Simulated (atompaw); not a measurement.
## PBE PAW (atompaw) dataset for Ce (Z = 58), scalar-relativistic all-electron reference.

```json
{
  "Element": "cerium",
  "Generator": "atompaw 4.2.0.5",
  "Type": "PAW",
  "Functional": "PBE",
  "Relativity": "scalar-relativistic",
  "Frozen core": "[Xe]",
  "Valence charge": "4",
  "Reference configuration": "4f1 5d1 6s1 6p0 (charge +1)",
  "Partial waves": "6s (bound): rc 3.00 bohr; 6s channel at 0.6 Ry: rc 3.00 bohr; 6p (bound, empty): rc 3.00 bohr; 6p channel at 0.85 Ry: rc 3.00 bohr; 5d (bound): rc 3.00 bohr; 5d channel at -0.3 Ry: rc 3.00 bohr; 4f (bound): rc 1.40 bohr; 4f channel at 0.45 Ry: rc 1.40 bohr",
  "Local potential": "troulliermartins scheme with l = 4 at 0 Ry, radius 2.60 bohr",
  "Core correction": "smooth core density matched at 2.30 bohr",
  "Augmentation charge": "besselshape compensation charge, radius 2.20 bohr; PAW radius 3.00 bohr; waves and projectors: custom polynom2 7 10 vanderbiltortho"
}
```

(1) Estimate the cutoffs (Ry, on a coarse ladder) from which the occupation-weighted sum of valence levels, in a spherical-Bessel basis at the reference potential, stays within 10 and 1 mRy of its value at 400 Ry.

(2) Does the potential have ghost states?

(3) Is the overlap operator S = 1 + Σ q|β⟩⟨β| positive definite (Bessel basis up to 400 Ry)?

(4) Which valence shell sets the plane-wave cutoff?

## Answers

(1) 300 Ry and over 300 Ry.

(2) Ghost states, extra bound levels that the all-electron valence spectrum of the same l lacks: s at -57.1 eV, p at -28.2 eV. A true bound ghost makes a file unfit for plane-wave use.

(3) Yes: its lowest eigenvalue is 0.31 (s channel).

(4) 4f: its level needs over 300 Ry to come within 1 mRy, against 21 Ry for 5d.
